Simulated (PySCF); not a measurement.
IPb, charge +1, singlet, geometry from GFN2-xTB (such geometries of metal compounds can be far from the true shape) (core potentials on I, Pb). Base run: DF-PBE/def2-TZVP (PySCF).

Here is a job for PySCF.
```python
from pyscf import gto, scf, dft

mol = gto.M(
    atom='''
Pb   -0.000000   -0.000000   -1.039091
I     0.000000    0.000000    1.607650
''',
    basis='def2-tzvp',
    ecp={'I': 'def2-tzvp', 'Pb': 'def2-tzvp'},
    charge=1,
    spin=0,
    verbose=4,
)

mf = dft.RKS(mol)
mf.xc = 'pbe'
mf = mf.density_fit(auxbasis='def2-universal-jkfit')
mf.kernel()
mf.analyze()
```

The base run was repeated with changes; each row names its change, and settings that it needs were set with it.

```tsv
change	basis functions	E (Eh)	HOMO (eV)	HOMO-LUMO gap (eV)	outcome
base	100	-490.40590	-12.13	3.02	converged
basis = jorge-DZP-DKH; relativity = spin-free X2C; nucleus = Gaussian (with nucmod='G'; without ecp={'I': 'def2-tzvp', 'Pb': 'def2-tzvp'}; without mf = mf.density_fit(auxbasis='def2-universal-jkfit'))	111	-27982.18800	-12.21	3.01	converged
basis = Sapporo-DKH3-DZP-2012; relativity = spin-free X2C; nucleus = Gaussian (with nucmod='G'; without ecp={'I': 'def2-tzvp', 'Pb': 'def2-tzvp'}; without mf = mf.density_fit(auxbasis='def2-universal-jkfit'))	125	-27999.09276	-12.16	3.01	converged
basis = x2c-SVPall; relativity = spin-free X2C (without ecp={'I': 'def2-tzvp', 'Pb': 'def2-tzvp'}; without mf = mf.density_fit(auxbasis='def2-universal-jkfit'))	98	-28003.41143	-12.17	3.01	converged
basis = Sapporo-DKH3-DZP-2012; relativity = none (without ecp={'I': 'def2-tzvp', 'Pb': 'def2-tzvp'}; without mf = mf.density_fit(auxbasis='def2-universal-jkfit'))	125	-	-	-	not converged
basis = jorge-DZP-DKH; relativity = none (without ecp={'I': 'def2-tzvp', 'Pb': 'def2-tzvp'}; without mf = mf.density_fit(auxbasis='def2-universal-jkfit'))	111	-25855.59892	-11.43	0.53	converged
basis = Sapporo-DKH3-DZP-2012; relativity = spin-free X2C (without ecp={'I': 'def2-tzvp', 'Pb': 'def2-tzvp'}; without mf = mf.density_fit(auxbasis='def2-universal-jkfit'))	125	-28002.92160	-12.16	3.01	converged
basis = x2c-SVPall; relativity = none (without ecp={'I': 'def2-tzvp', 'Pb': 'def2-tzvp'}; without mf = mf.density_fit(auxbasis='def2-universal-jkfit'))	98	-	-	-	not converged
basis = jorge-DZP-DKH; relativity = spin-free X2C (without ecp={'I': 'def2-tzvp', 'Pb': 'def2-tzvp'}; without mf = mf.density_fit(auxbasis='def2-universal-jkfit'))	111	-27986.07572	-12.21	3.01	converged
basis = x2c-SVPall; relativity = spin-free X2C; nucleus = Gaussian (with nucmod='G'; without ecp={'I': 'def2-tzvp', 'Pb': 'def2-tzvp'}; without mf = mf.density_fit(auxbasis='def2-universal-jkfit'))	98	-27998.99544	-12.17	3.01	converged
```

Absolute energies of different levels of theory aren't comparable as measures of quality.

Basis sets contracted for a relativistic Hamiltonian are a mismatch without it, so the rows without relativity aren't non-relativistic limits. No row has spin-orbit coupling; sets with core potentials leave out the core electrons.
